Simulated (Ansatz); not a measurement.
Dissociation curve of GeAl (cation, charge +1), lowest singlet found (which spin is the ground state isn't settled by this scan).

Computed with: RHF/aug-cc-pVDZ (Ansatz, a program for electronic structure); RMP2 = Ansatz with MP2 on RHF/aug-cc-pVDZ, cores with 3d frozen; RCCSD = Ansatz with CCSD on RHF/aug-cc-pVDZ, cores with 3d frozen; RCCSD(T) = CCSD(T) on RHF/aug-cc-pVDZ, cores with 3d frozen in Ansatz; RCCSDT = Ansatz with CCSDT on RHF/aug-cc-pVDZ, cores with 3d frozen; RCCSDT(Q) = Ansatz with CCSDT(Q) on RHF/aug-cc-pVDZ, cores with 3d frozen; RKS-B3LYP = restricted B3LYP/aug-cc-pVDZ (Ansatz); RKS-PBE = restricted PBE/aug-cc-pVDZ (Ansatz); FCI = full CI/aug-cc-pVDZ, cores with 3d frozen in Ansatz.

All curves are set to zero at 3.26 Å and compared with full CI in the same basis at 3.26, 3.55, 3.85, 4.28, 4.74, 5.31, 6.03, 7.00, 8.24 Å.

Question: Order the methods by the spread of their error (largest minus smallest) over these points.

Answer: RCCSDT(Q) has the smallest spread and RKS-PBE the largest. In order (kJ/mol): RCCSDT(Q) 1.41, RCCSD 1.72, RCCSD(T) 2.10, RCCSDT 3.16, RHF 7.94, RKS-B3LYP 9.68, RMP2 13.23, RKS-PBE 15.08.

Errors against full CI at some of the points (kJ/mol):

```csv
method,4.28 Å,4.74 Å,7.00 Å,8.24 Å
RCCSDT(Q),0.1,0.2,1.2,1.4
RCCSD,-0.2,-0.5,0.0,0.8
RCCSD(T),0.2,0.3,1.6,2.1
RCCSDT,0.4,0.6,2.6,3.2
RHF,-4.0,-6.1,-6.1,-4.2
RKS-B3LYP,-3.4,-5.4,-8.0,-9.7
RMP2,2.2,3.0,10.8,13.2
RKS-PBE,-1.2,-3.0,-10.6,-15.1
```

The scan ran from 1.75 to 8.24 Å; beyond the distances shown full CI changes its symmetry label. The restricted form behind RHF, RMP2, RKS-B3LYP, RKS-PBE keeps the bonding electrons paired and can't separate into open-shell fragments.
